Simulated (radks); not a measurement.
Question: These are the eigenvalues of the occupied orbitals of an atom or ion with whole-number occupations (eV). All-electron calculation, Dirac Kohn-Sham, AM05, spin-unpolarised, spherical densities, finite nucleus; Fermi nuclear charge, rms radius of each element as measured or else 0.836 A^(1/3) + 0.57 fm. Program: a radial shooting solver on a logarithmic mesh with Libxc functionals.

orbital  eigenvalue
1s1/2     -41747.50
2s1/2     -6724.926
2p1/2     -6358.464
2p3/2     -5876.947
3s1/2     -1460.011
3p1/2     -1303.935
3p3/2     -1208.554
3d3/2     -935.5691
3d5/2     -914.9881
4s1/2     -299.7771
4p1/2     -241.3813
4p3/2     -220.7665
4d3/2     -124.7919
4d5/2     -121.1777
5s1/2      -51.6707
5p1/2      -36.0672
5p3/2      -33.2195
4f5/2      -13.9669

Which element is it, and in what charge state? The configuration may be excited. Open shells, if any, fill j = l - 1/2 first.

Answer: Z = 59, praseodymium, charge +2: Pr2+ in [Xe] 4f3. The list shows which subshells hold electrons but not how many an open one holds; the 1s level, -1534.2 hartree, gives Z - s = 55.4 by -(Z - s)^2/2, which with screening and relativity narrows Z to a few neighbours, and the depths of the outer levels then fix element, charge and occupations together.
